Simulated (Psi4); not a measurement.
Internal rotation in C2H6BF3Si, SMILES BCC[Si](F)(F)F. Scanned: dihedral B1–C2–C3–Si4; all other coordinates were relaxed at GFN2-xTB. Points at φ and −φ are mirror images. Heavy atoms are numbered in the order of the SMILES BCC[Si](F)(F)F, hydrogens after them in the order of the atoms that carry them; the mirror image has the same energies with the sign of each dihedral reversed.

Computed with: B3LYP/def2-TZVP // GFN2-xTB (Psi4); MP2/cc-pVTZ = DF-MP2 (frozen core)/cc-pVTZ // GFN2-xTB in Psi4 1.11; PBE-D3(BJ)/def2-TZVP // GFN2-xTB (Psi4).

Energies in mEh, each method relative to its own lowest point.

| φ / ° | B3LYP/def2-TZVP | MP2/cc-pVTZ | PBE-D3(BJ)/def2-TZVP |
|---|---|---|---|
| -160 | 0.4 | 0.5 | 0.3 |
| -140 | 1.7 | 2.0 | 1.4 |
| -120 | 2.9 | 3.3 | 2.6 |
| -100 | 1.8 | 1.8 | 1.4 |
| -80 | 0.8 | 0.4 | 0.3 |
| -60 | 1.8 | 1.3 | 1.1 |
| -40 | 2.3 | 1.7 | 1.2 |
| -20 | 3.6 | 3.4 | 2.5 |
| 0 | 5.1 | 5.1 | 3.9 |
| 20 | 3.6 | 3.4 | 2.5 |
| 40 | 2.3 | 1.7 | 1.2 |
| 60 | 1.8 | 1.3 | 1.1 |
| 80 | 0.8 | 0.4 | 0.3 |
| 100 | 1.8 | 1.8 | 1.4 |
| 120 | 2.9 | 3.3 | 2.6 |
| 140 | 1.7 | 2.0 | 1.4 |
| 160 | 0.4 | 0.5 | 0.3 |
| 180 | 0.0 | 0.0 | 0.0 |
